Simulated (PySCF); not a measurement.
InHCl2, SMILES [InH]([Cl])[Cl]. Atoms are numbered in the order given.

```xyz
4

In     0.0000     0.0000    -0.5037
H      0.0000     0.0000    -2.1977
Cl     0.0000    -1.9161     0.7906
Cl     0.0000     1.9161     0.7906
```
Charge 0, spin multiplicity 1.

Geometry: PBE0-D3(BJ)/def2-TZVP. The def2 effective core potentials stand for the cores of In; spin–orbit coupling is left out.

Level of theory: TDDFT-CAM-B3LYP/def2-SVPD in PySCF 2.14.0.

Vertical excitations. Gas-phase values at a fixed geometry. State labels are in the subgroup C2v.

Computed UV-visible absorptions:
```json
[
 {"state": "S1", "symmetry": "B1", "energy (eV)": "5.83", "λ (nm)": "213", "f": "0.004", "main pairs": "HOMO→LUMO 98 %"},
 {"state": "S2", "symmetry": "A2", "energy (eV)": "5.92", "λ (nm)": "209", "f": "0.000", "main pairs": "HOMO−1→LUMO 98 %"},
 {"state": "S3", "symmetry": "B2", "energy (eV)": "5.99", "λ (nm)": "207", "f": "0.019", "main pairs": "HOMO−1→LUMO+1 84 %"},
 {"state": "S4", "symmetry": "A2", "energy (eV)": "6.10", "λ (nm)": "203", "f": "0.000", "main pairs": "HOMO−2→LUMO+1 96 %"},
 {"state": "S5", "symmetry": "A1", "energy (eV)": "6.14", "λ (nm)": "202", "f": "0.078", "main pairs": "HOMO→LUMO+1 89 %"},
 {"state": "S6", "symmetry": "B2", "energy (eV)": "6.34", "λ (nm)": "196", "f": "0.036", "main pairs": "HOMO−2→LUMO 78 %"},
 {"state": "S7", "symmetry": "B1", "energy (eV)": "6.53", "λ (nm)": "190", "f": "0.044", "main pairs": "HOMO−3→LUMO+1 94 %"},
 {"state": "S8", "symmetry": "A1", "energy (eV)": "6.76", "λ (nm)": "183", "f": "0.016", "main pairs": "HOMO−3→LUMO 89 %"},
 {"state": "S9", "symmetry": "A2", "energy (eV)": "7.10", "λ (nm)": "175", "f": "0.000", "main pairs": "HOMO−4→LUMO 98 %"},
 {"state": "S10", "symmetry": "B1", "energy (eV)": "7.13", "λ (nm)": "174", "f": "0.016", "main pairs": "HOMO−5→LUMO 98 %"},
 {"state": "T1", "symmetry": "A1", "energy (eV)": "5.32", "λ (nm)": "233", "f": "0", "main pairs": "HOMO→LUMO+1 88 %"},
 {"state": "T2", "symmetry": "B2", "energy (eV)": "5.58", "λ (nm)": "222", "f": "0", "main pairs": "HOMO−1→LUMO+1 92 %"},
 {"state": "T3", "symmetry": "B1", "energy (eV)": "5.59", "λ (nm)": "222", "f": "0", "main pairs": "HOMO→LUMO 93 %"},
 {"state": "T4", "symmetry": "A2", "energy (eV)": "5.75", "λ (nm)": "216", "f": "0", "main pairs": "HOMO−2→LUMO+1 76 %, HOMO−1→LUMO 17 %"}
]
```
Triplets are in the Tamm–Dancoff approximation, which puts them higher than full response would, so one can lie above its singlet here.
